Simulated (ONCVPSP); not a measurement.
What the settings do to the ONCV potential of vanadium (V)

Base potential:

* Element: V (Z = 23)
* Generator: ONCVPSP 4.0.1
* Type: optimised norm-conserving Vanderbilt (ONCV)
* Functional: PBE
* Relativity: scalar-relativistic
* Frozen core: [Ne]
* Valence charge: 13
* Reference configuration: 3s2 3p6 3d3 4s1 4p1
* Partial waves: 3s+4s: rc 1.30 bohr, ncon 4, nbas 9, qcut 11.1 1/bohr, 2 projectors; 3p+4p: rc 2.00 bohr, ncon 4, nbas 8, qcut 7.5 1/bohr, 2 projectors; 3d: rc 2.25 bohr, ncon 5, nbas 10, qcut 5.7 1/bohr, 3 projectors, debl 0.7 Ha
* Local potential: polynomial inside 1.00 bohr (lpopt 4, dvloc0 6 Ha)
* Core correction: polynomial model core, fcfact 0.5

Cutoffs, loose and tight: the cutoffs (Ha) at which the residual kinetic energy of the hardest occupied pseudo-wave falls to 1 and 0.1 mHa per electron. They do not see the model core or the augmentation charge, which bear on the density cutoff. Test errors are all-electron minus pseudo excitation energies from the reference, over the configurations 3s2 3p6 3d3 4s2 4p0; 3s2 3p6 3d3 4s1 4p0; 3s2 3p6 3d3 4s0 4p0; 3s2 3p6 3d4 4s0 4p0. A dash means not determined; rows that change the core or the reference have their own tests.

| change | outcome | cutoff, loose | cutoff, tight | bound ghosts | GHOST(+) flags above zero | largest test error (meV) |
| --- | --- | --- | --- | --- | --- | --- |
| base | generated | 38 Ha | 68 Ha | none | d | +144 |
| core correction polynomial model core, fcfact 0.76 | generated | 38 Ha | 68 Ha | none | d | +144 |
| local potential polynomial inside 1.00 bohr (lpopt 4, dvloc0 10 Ha) | generated | 38 Ha | 68 Ha | none | none | +144 |

Problem. What comes out with this change to the base: d: rc 2.72?

Solution. outcome: generated; cutoff, loose: 38 Ha; cutoff, tight: 45 Ha; bound ghosts: none; GHOST(+) flags above zero: none; largest test error (meV): +245.

Problem. What comes out with this change to the base: d: ncon 3, nbas 8?

Solution. outcome: generated; cutoff, loose: 38 Ha; cutoff, tight: 45 Ha; bound ghosts: none; GHOST(+) flags above zero: none; largest test error (meV): +205.

Problem. What comes out with this change to the base: s: nbas 8?

Solution. outcome: generated; cutoff, loose: 37 Ha; cutoff, tight: 68 Ha; bound ghosts: none; GHOST(+) flags above zero: d; largest test error (meV): +144.
